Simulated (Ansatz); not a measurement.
Basis sets compared for the cluster Li₅Al₃ (the lowest singlet isomer of a short search). Total charge 0; singlet. Geometry r2SCAN-D4/def2-SVP. Ansatz on 4 threads of Arm Neoverse V2 on a shared host; times are rough, and most runs start from earlier orbitals.

```xyz
8

Al   -0.6329    0.0416    0.6426
Al    1.7955   -0.7491    0.7713
Al    0.8854    0.2863   -1.5041
Li   -1.6233   -0.6260   -1.8091
Li   -0.9944    2.1552   -1.0590
Li   -3.0463    0.4107    1.3797
Li    0.2098   -1.0060    2.9522
Li    3.4063   -0.5128   -1.3736
```

B3LYP takes the VWN-RPA correlation. The restricted singlet is unstable towards broken spin symmetry in Hartree–Fock (as tested in another run); at PBE-D4/def2-SVP, PBE-D4/def2-TZVPD, r2SCAN-D4/def2-TZVP, r2SCAN-D4/def2-TZVPD and others this wasn't settled. Another isomer (singlet) lies 0.03 eV lower at PBE0-D4/def2-TZVP; other spin states weren't run for this one.

Binding counts from free atoms (Al doublet, Li doublet) in the same basis, without a counterpoise term.

```csv
level,functions,energy (Eh),HOMO (eV),LUMO (eV),binding per atom (eV),wall time
PBE-D4/def2-SVP,99,-764.1620,-2.89,-1.86,1.59,1.3 s
PBE-D4/def2-TZVP,181,-764.4476,-2.96,-1.91,1.55,2 s
r2SCAN-D4/def2-TZVP (with forces),181,-764.8439,-2.94,-1.67,1.55,4.8 s
B3LYP-D4/6-31G,84,-764.9350,-3.30,-1.52,1.30,1.8 s
B3LYP-D4/def2-TZVP,181,-765.0304,-3.31,-1.54,1.37,2.9 s
PBE0-D4/def2-SVP,99,-764.2424,-3.41,-1.37,1.54,1.7 s
PBE0-D4/def2-TZVP,181,-764.5225,-3.48,-1.42,1.50,2.5 s
```

(1) Estimate the rows for PBE-D4/def2-TZVPD, r2SCAN-D4/def2-TZVPD, PBE0-D4/def2-TZVPD.

## Answers

(1) 
```tsv
level	functions	energy (Eh)	HOMO (eV)	LUMO (eV)	binding per atom (eV)	wall time
PBE-D4/def2-TZVPD	214	-764.4492	-2.97	-1.93	1.55	3.4 s
r2SCAN-D4/def2-TZVPD	214	-764.8455	-2.95	-1.69	1.55	6 s
PBE0-D4/def2-TZVPD	214	-764.5241	-3.49	-1.46	1.50	4.2 s
```
